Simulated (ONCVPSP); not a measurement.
copper (Cu): ONCV pseudisation with PBE, fully relativistic reference atom.

ONCVPSP 4.0.1 was run on this input:

```
# ATOM AND REFERENCE CONFIGURATION
# atsym  z   nc   nv     iexc    psfile
  Cu 29.00    3    3        4      upf
#
#   n    l    f
    1    0    2.00
    2    0    2.00
    2    1    6.00
    3    0    2.00
    3    1    6.00
    3    2    8.00
#
# PSEUDOPOTENTIAL AND OPTIMIZATION
# lmax
    2
#
#   l,   rc,      ep,       ncon, nbas, qcut
    0    1.10    0.00    3    8   12.40
    1    0.85    0.00    3    8   15.90
    2    1.45    0.00    4    9   10.40
#
# LOCAL POTENTIAL
# lloc, lpopt,  rc(5),   dvloc0
    4    5    0.60    6.00
#
# VANDERBILT-KLEINMAN-BYLANDER PROJECTORs
# l, nproj, debl
    0    2    1.50
    1    3    1.40
    2    3    1.00
#
# MODEL CORE CHARGE
# icmod, fcfact, rcfact
    0    0.00    0.00
#
# LOG DERIVATIVE ANALYSIS
# epsh1, epsh2, depsh
   -7.00    5.00    0.04
#
# OUTPUT GRID
# rlmax, drl
    6.00    0.01
#
# TEST CONFIGURATIONS
# ncnf
    4
# nvcnf
#   n    l    f
    4
    3    0    2.00
    3    1    6.00
    3    2   10.00
    4    0    1.00
#
    3
    3    0    2.00
    3    1    6.00
    3    2   10.00
#
    3
    3    0    2.00
    3    1    6.00
    3    2    9.00
#
    4
    3    0    2.00
    3    1    6.00
    3    2    9.00
    4    0    1.00
#
```

Command:

```bash
oncvpspr.x < Cu.dat > Cu.out
```

Output (shortened: citation, most of the input echo, consistency checks and plot data are left out):

```
ONCVPSP  (Optimized Norm-Conservinng Vanderbilt PSeudopotential)
relativistic version 4.0.1

#   n    l    f        energy (Ha)
    1    0    2.00    -3.2690592D+02
    2    0    2.00    -4.0769055D+01
    2    1    6.00    -3.5172933D+01    -3.5925892D+01
    3    0    2.00    -5.9038449D+00
    3    1    6.00    -4.2963684D+00    -4.3939120D+00
    3    2    8.00    -1.7924948D+00    -1.8045827D+00

Reference configufation results
  iterations    20
  all-electron total energy (Ha)   -1.65238430D+03

Begin loop to  construct optimized pseudo wave functions
and semi-local pseudopoentials for all angular momenta

WARNING wellstate: negative energy specified for n= 4 l=  0
WARNING scattering state with energy  0.25000000
WARNING will be used for the first projector

   Wellstate for l =  0  n =  6 kap= -1
     eigenvalue =   0.2500
     asymptotic potential =   0.7500
     half-point radius =  4.5475

Calculating optimized projector #   1

 for l=   0

    Fraction of norm inside rc  0.921299
    Optimizing pswf for qcut=  12.41 a_B^-1,  ecut=  77.01 Ha
    Residual kinetic energy error=  2.39D-07 Ha

    Energy error per electron        Cutoff
         Ha          eV             Ha
         0.01000     0.27211       38.03
         0.00100     0.02721       50.26
         0.00010     0.00272       59.08
         0.00001     0.00027       66.35

Calculating optimized projector #   2

 for l=   0

    Fraction of norm inside rc  0.016319
    Optimizing pswf for qcut=  12.41 a_B^-1,  ecut=  77.01 Ha
    Residual kinetic energy error=  6.38D-08 Ha

    Energy error per electron        Cutoff
         Ha          eV             Ha
         0.01000     0.27211       11.48
         0.00100     0.02721       38.68
         0.00010     0.00272       51.81
         0.00001     0.00027       61.41

WARNING wellstate: negative energy specified for n= 4 l=  1
WARNING scattering state with energy  0.25000000
WARNING will be used for the first projector

   Wellstate for l =  1  n =  6 kap= -2
     eigenvalue =   0.2500
     asymptotic potential =   0.7500
     half-point radius =  5.3880

   Wellstate for l =  1  n =  7 kap= -2
     eigenvalue =   1.6500
     asymptotic potential =   2.1500
     half-point radius =  4.2898

Calculating optimized projector #   1

 for l=   1

    Fraction of norm inside rc  0.694256
    Optimizing pswf for qcut=  15.90 a_B^-1,  ecut= 126.47 Ha
    Residual kinetic energy error=  3.86D-07 Ha

    Energy error per electron        Cutoff
         Ha          eV             Ha
         0.01000     0.27211       33.80
         0.00100     0.02721       72.87
         0.00010     0.00272       93.64
         0.00001     0.00027      108.63

Calculating optimized projector #   2

 for l=   1

    Fraction of norm inside rc  0.012582
    Optimizing pswf for qcut=  15.90 a_B^-1,  ecut= 126.47 Ha
    Residual kinetic energy error=  3.33D-08 Ha

    Energy error per electron        Cutoff
         Ha          eV             Ha
         0.01000     0.27211       22.40
         0.00100     0.02721       32.48
         0.00010     0.00272       65.91
         0.00001     0.00027       91.96

Calculating optimized projector #   3

 for l=   1

    Fraction of norm inside rc  0.011768
    Optimizing pswf for qcut=  15.90 a_B^-1,  ecut= 126.47 Ha
    Residual kinetic energy error=  5.31D-08 Ha

    Energy error per electron        Cutoff
         Ha          eV             Ha
         0.01000     0.27211       23.72
         0.00100     0.02721       33.85
         0.00010     0.00272       69.51
         0.00001     0.00027       94.28

   Wellstate for l =  1  n =  6 kap=  1
     eigenvalue =  -2.9939

   Wellstate for l =  1  n =  7 kap=  1
     eigenvalue =   1.6469

Calculating optimized projector #   1

 for l=   1

    Fraction of norm inside rc  0.706398
    Optimizing pswf for qcut=  15.90 a_B^-1,  ecut= 126.47 Ha
    Residual kinetic energy error=  3.79D-07 Ha

    Energy error per electron        Cutoff
         Ha          eV             Ha
         0.01000     0.27211       34.65
         0.00100     0.02721       70.51
         0.00010     0.00272       92.98
         0.00001     0.00027      108.32

Calculating optimized projector #   2

 for l=   1

    Fraction of norm inside rc  0.012384
    Optimizing pswf for qcut=  15.90 a_B^-1,  ecut= 126.47 Ha
    Residual kinetic energy error=  3.43D-08 Ha

    Energy error per electron        Cutoff
         Ha          eV             Ha
         0.01000     0.27211       22.99
         0.00100     0.02721       33.35
         0.00010     0.00272       61.85
         0.00001     0.00027       91.40

Calculating optimized projector #   3

 for l=   1

    Fraction of norm inside rc  0.011635
    Optimizing pswf for qcut=  15.90 a_B^-1,  ecut= 126.47 Ha
    Residual kinetic energy error=  5.45D-08 Ha

    Energy error per electron        Cutoff
         Ha          eV             Ha
         0.01000     0.27211       24.36
         0.00100     0.02721       34.73
         0.00010     0.00272       67.01
         0.00001     0.00027       93.85

WARNING wellstate: negative energy specified for n= 4 l=  2
WARNING scattering state with energy  0.25000000
WARNING will be used for the first projector

   Wellstate for l =  2  n =  5 kap= -3
     eigenvalue =   0.2500
     asymptotic potential =   0.7500
     half-point radius =  3.8737

   Wellstate for l =  2  n =  6 kap= -3
     eigenvalue =   1.2500
     asymptotic potential =   1.7500
     half-point radius =  4.0497

Calculating optimized projector #   1

 for l=   2

    Fraction of norm inside rc  0.899328
    Optimizing pswf for qcut=  10.41 a_B^-1,  ecut=  54.13 Ha
    Residual kinetic energy error=  2.21D-05 Ha

    Energy error per electron        Cutoff
         Ha          eV             Ha
         0.01000     0.27211       39.54
         0.00100     0.02721       45.72
         0.00010     0.00272       50.76
         0.00001     0.00027       81.25

Calculating optimized projector #   2

 for l=   2

    Fraction of norm inside rc  0.042629
    Optimizing pswf for qcut=  10.41 a_B^-1,  ecut=  54.13 Ha
    Residual kinetic energy error=  2.24D-05 Ha

    Energy error per electron        Cutoff
         Ha          eV             Ha
         0.01000     0.27211       34.88
         0.00100     0.02721       43.67
         0.00010     0.00272       50.10
         0.00001     0.00027       67.11

Calculating optimized projector #   3

 for l=   2

    Fraction of norm inside rc  0.047002
    Optimizing pswf for qcut=  10.41 a_B^-1,  ecut=  54.13 Ha
    Residual kinetic energy error=  4.66D-05 Ha

    Energy error per electron        Cutoff
         Ha          eV             Ha
         0.01000     0.27211       36.71
         0.00100     0.02721       45.55
         0.00010     0.00272       52.12
         0.00001     0.00027       70.49

   Wellstate for l =  2  n =  5 kap=  2
     eigenvalue =  -0.8046

   Wellstate for l =  2  n =  6 kap=  2
     eigenvalue =   1.2491

Calculating optimized projector #   1

 for l=   2

    Fraction of norm inside rc  0.901307
    Optimizing pswf for qcut=  10.41 a_B^-1,  ecut=  54.13 Ha
    Residual kinetic energy error=  2.25D-05 Ha

    Energy error per electron        Cutoff
         Ha          eV             Ha
         0.01000     0.27211       39.59
         0.00100     0.02721       45.75
         0.00010     0.00272       50.80
         0.00001     0.00027       81.79

Calculating optimized projector #   2

 for l=   2

    Fraction of norm inside rc  0.042763
    Optimizing pswf for qcut=  10.41 a_B^-1,  ecut=  54.13 Ha
    Residual kinetic energy error=  2.29D-05 Ha

    Energy error per electron        Cutoff
         Ha          eV             Ha
         0.01000     0.27211       34.95
         0.00100     0.02721       43.73
         0.00010     0.00272       50.16
         0.00001     0.00027       67.54

Calculating optimized projector #   3

 for l=   2

    Fraction of norm inside rc  0.047240
    Optimizing pswf for qcut=  10.41 a_B^-1,  ecut=  54.13 Ha
    Residual kinetic energy error=  4.76D-05 Ha

    Energy error per electron        Cutoff
         Ha          eV             Ha
         0.01000     0.27211       36.77
         0.00100     0.02721       45.60
         0.00010     0.00272       52.17
         0.00001     0.00027       70.75

Construct Vanderbilt / Kleinmman-Bylander projectors

B matrix Hermiticity error, ll=  0  kap= -1
   1   2    5.0927D-04

  Orthonormal projector coefficients  2.5012E+01  3.5458E+00

B matrix Hermiticity error, ll=  1  kap= -2
   1   2    3.8143D-04
   1   3   -5.1189D-04
   2   3    2.2362D-05

  Orthonormal projector coefficients  1.5920E+01  3.0430E+00  2.5494E-01

B matrix Hermiticity error, ll=  1  kap=  1
   1   2    3.9289D-04
   1   3   -5.2456D-04
   2   3    2.2371D-05

  Orthonormal projector coefficients  1.5743E+01  3.1075E+00  2.6068E-01

B matrix Hermiticity error, ll=  2  kap= -3
   1   2   -1.5567D-04
   1   3    2.0446D-04
   2   3    2.3613D-05

  Orthonormal projector coefficients  2.6783E+01 -5.3370E+00 -4.3205E+00

B matrix Hermiticity error, ll=  2  kap=  2
   1   2   -1.5696D-04
   1   3    2.0595D-04
   2   3    2.3673D-05

  Orthonormal projector coefficients  2.8446E+01 -5.3614E+00 -4.3220E+00

 Orthonormal scalar projector coefficients, l =  1
  1.5857E+01  3.0646E+00  2.5431E-01  6.9744E-03  3.2188E-05  1.9264E-05

 Orthonormal spin-orbit projector coefficients, l =  1
 -4.0530E-01  3.6651E-01  9.9780E-02  1.3365E-02 -1.9159E-03 -1.1265E-03

 Orthonormal scalar projector coefficients, l =  2
  2.7447E+01 -5.3468E+00 -4.3208E+00  1.9287E-04 -3.7427E-07 -3.6141E-08

 Orthonormal spin-orbit projector coefficients, l =  2
 -6.8118E-01  1.3932E-02  9.2580E-03  3.4969E-03 -1.5575E-04 -1.0243E-05

Pseudoatom total energy -187.912607

Diagnostic tests using Vanderbilt-Kleinman-Bylander pseudopotentials
  relativistic with J = L +/- 1/2 projectors

   l  kap   rcore       rmatch      e in        delta e    norm test   slope test

   0  -1   1.1036626   1.1371722  -5.9038449   0.0000085   1.0002320   1.0002264
   0  -1   1.1036626   1.1371722   0.2500000   0.0001453   1.0004048   1.0004048

   1  -2   0.8533421   0.8792514  -4.2963684  -0.0000736   1.0002193   1.0003116
   1   1   0.8533421   0.8792514  -4.3939120   0.0000157   1.0002348   1.0002552
   1  -2   0.8533421   0.8792514   0.2500000   0.0000685   1.0005926   1.0005926
   1   1   0.8533421   0.8792514   0.2469171   0.0000758   1.0006000   1.0006000
   1  -2   0.8533421   0.8792514   1.6500000   0.0001151   1.0006703   1.0006703
   1   1   0.8533421   0.8792514   1.6467207   0.0001319   1.0006740   1.0006740

   2  -3   1.4532604   1.4973846  -1.7924948  -0.0000068   1.0001571   1.0001873
   2   2   1.4532604   1.4973846  -1.8045827  -0.0000009   1.0001700   1.0001676
   2  -3   1.4532604   1.4973846   0.2500000   0.0000328   1.0002494   1.0002494
   2   2   1.4532604   1.4973846   0.2490821   0.0000401   1.0002477   1.0002477
   2  -3   1.4532604   1.4973846   1.2500000   0.0000655   1.0002330   1.0002330
   2   2   1.4532604   1.4973846   1.2491257   0.0000734   1.0002327   1.0002327

Diagnostic tests using Vanderbilt-Kleinman-Bylander pseudopotentials
  relativistic with scalar and spin-orbit non-local projectors

   l  kap   rcore       rmatch      e in        delta e    norm test   slope test

   0  -1   1.1036626   1.1371722  -5.9038449   0.0000085   1.0002320   1.0002264
   0  -1   1.1036626   1.1371722   0.2500000   0.0001453   1.0004048   1.0004048

   1  -2   0.8533421   0.8792514  -4.2963684  -0.0001465   1.0002284   1.0002923
   1   1   0.8533421   0.8792514  -4.3939120  -0.0000583   1.0002441   1.0002375
   1  -2   0.8533421   0.8792514   0.2500000  -0.0001160   1.0005976   1.0005976
   1   1   0.8533421   0.8792514   0.2469171  -0.0001070   1.0006041   1.0006041
   1  -2   0.8533421   0.8792514   1.6500000  -0.0000764   1.0006701   1.0006701
   1   1   0.8533421   0.8792514   1.6467207  -0.0000549   1.0006727   1.0006727

   2  -3   1.4532604   1.4973846  -1.7924948  -0.0000668   1.0001958   1.0001869
   2   2   1.4532604   1.4973846  -1.8045827  -0.0001020   1.0001917   1.0001244
   2  -3   1.4532604   1.4973846   0.2500000  -0.0000203   1.0002268   1.0002268
   2   2   1.4532604   1.4973846   0.2490821  -0.0000271   1.0002386   1.0002386
   2  -3   1.4532604   1.4973846   1.2500000   0.0000486   1.0002195   1.0002195
   2   2   1.4532604   1.4973846   1.2491257   0.0000172   1.0002299   1.0002299

Ghost test for J = L + 1/2

 Testing for bound ghosts
   n   l    E NL Schr. Eq   E Basis Diag.   E Cutoff

   1   0       -5.903836       -5.903830    216.55

   2   1       -4.296442       -4.294969    542.46

   3   2       -1.792502       -1.792394    262.85

 Testing for highly-localized positive-energy ghosts
       l    <radius>/rc     E Basis Diag.   E Cutoff

       0        0.911411       18.390422    216.55  WARNING - GHOST(+)

Ghost test for J = L - 1/2

 Testing for bound ghosts
   n   l    E NL Schr. Eq   E Basis Diag.   E Cutoff

   1   0       -5.903836       -5.903830    216.55

   2   1       -4.393896       -4.392619    542.46

   3   2       -1.804584       -1.804481    262.85

 Testing for highly-localized positive-energy ghosts
       l    <radius>/rc     E Basis Diag.   E Cutoff

       0        0.911411       18.390422    216.55  WARNING - GHOST(+)

Test configuration 0

   n   l kap    f        eae           eps        diff
   1   0  -1  2.0000 -326.90592170
   2   0  -1  2.0000  -40.76905492
   2   1  -2  4.0000  -35.17293286
   2   1   1  2.0000  -35.92589168
   3   0  -1  2.0000   -5.90384488   -5.90383639    8.49E-06
   3   1  -2  4.0000   -4.29636835   -4.29644200   -7.36E-05
   3   1   1  2.0000   -4.39391203   -4.39389630    1.57E-05
   3   2  -3  4.8000   -1.79249483   -1.79250161   -6.78E-06
   3   2   2  3.2000   -1.80458274   -1.80458363   -8.91E-07

    Total energies and differences
      AE_ref= -1.65238430E+03  AE_tst= -1.65238430E+03  dif=  0.00E+00
      PS_ref= -1.87912607E+02  PS_tst= -1.87912607E+02  dif= -1.19E-12
      PSP excitation error=  1.19E-12

Test configuration 1

   n   l kap    f        eae           eps        diff
   1   0  -1  2.0000 -325.19160415
   2   0  -1  2.0000  -39.03178581
   2   1  -2  4.0000  -33.43807701
   2   1   1  2.0000  -34.19129961
   3   0  -1  2.0000   -4.21414598   -4.21047200    3.67E-03
   3   1  -2  4.0000   -2.61949127   -2.61532866    4.16E-03
   3   1   1  2.0000   -2.71432327   -2.71033945    3.98E-03
   3   2  -3  6.0000   -0.18126036   -0.18326587   -2.01E-03
   3   2   2  4.0000   -0.19118204   -0.19332941   -2.15E-03
   4   0  -1  1.0000   -0.16941213   -0.16774729    1.66E-03

    Total energies and differences
      AE_ref= -1.65238430E+03  AE_tst= -1.65490175E+03  dif= -2.52E+00
      PS_ref= -1.87912607E+02  PS_tst= -1.90434768E+02  dif= -2.52E+00
      PSP excitation error=  4.71E-03

Test configuration 2

   n   l kap    f        eae           eps        diff
   1   0  -1  2.0000 -325.50908220
   2   0  -1  2.0000  -39.33946007
   2   1  -2  4.0000  -33.74655174
   2   1   1  2.0000  -34.49987238
   3   0  -1  2.0000   -4.53081605   -4.52664459    4.17E-03
   3   1  -2  4.0000   -2.93744643   -2.93259812    4.85E-03
   3   1   1  2.0000   -3.03195818   -3.02737787    4.58E-03
   3   2  -3  6.0000   -0.49794900   -0.50030899   -2.36E-03
   3   2   2  4.0000   -0.50798003   -0.51051463   -2.53E-03

    Total energies and differences
      AE_ref= -1.65238430E+03  AE_tst= -1.65460222E+03  dif= -2.22E+00
      PS_ref= -1.87912607E+02  PS_tst= -1.90137594E+02  dif= -2.22E+00
      PSP excitation error=  7.07E-03

Test configuration 3

   n   l kap    f        eae           eps        diff
   1   0  -1  2.0000 -326.13458332
   2   0  -1  2.0000  -39.97739873
   2   1  -2  4.0000  -34.38313064
   2   1   1  2.0000  -35.13629560
   3   0  -1  2.0000   -5.15414111   -5.15359396    5.47E-04
   3   1  -2  4.0000   -3.55529871   -3.55446573    8.33E-04
   3   1   1  2.0000   -3.65091150   -3.65023733    6.74E-04
   3   2  -3  5.4000   -1.08433512   -1.08898376   -4.65E-03
   3   2   2  3.6000   -1.09536238   -1.10013837   -4.78E-03

    Total energies and differences
      AE_ref= -1.65238430E+03  AE_tst= -1.65381824E+03  dif= -1.43E+00
      PS_ref= -1.87912607E+02  PS_tst= -1.89349736E+02  dif= -1.44E+00
      PSP excitation error=  3.19E-03

Test configuration 4

   n   l kap    f        eae           eps        diff
   1   0  -1  2.0000 -325.72946972
   2   0  -1  2.0000  -39.58373761
   2   1  -2  4.0000  -33.98857166
   2   1   1  2.0000  -34.74162284
   3   0  -1  2.0000   -4.75369438   -4.75247835    1.22E-03
   3   1  -2  4.0000   -3.15446816   -3.15319445    1.27E-03
   3   1   1  2.0000   -3.25023470   -3.24902014    1.21E-03
   3   2  -3  5.4000   -0.68859334   -0.69197243   -3.38E-03
   3   2   2  3.6000   -0.69948176   -0.70295688   -3.48E-03
   4   0  -1  1.0000   -0.49957030   -0.49846425    1.11E-03

    Total energies and differences
      AE_ref= -1.65238430E+03  AE_tst= -1.65447614E+03  dif= -2.09E+00
      PS_ref= -1.87912607E+02  PS_tst= -1.90006240E+02  dif= -2.09E+00
      PSP excitation error=  1.79E-03
```

The run took about 10 s on one core of a shared server CPU.
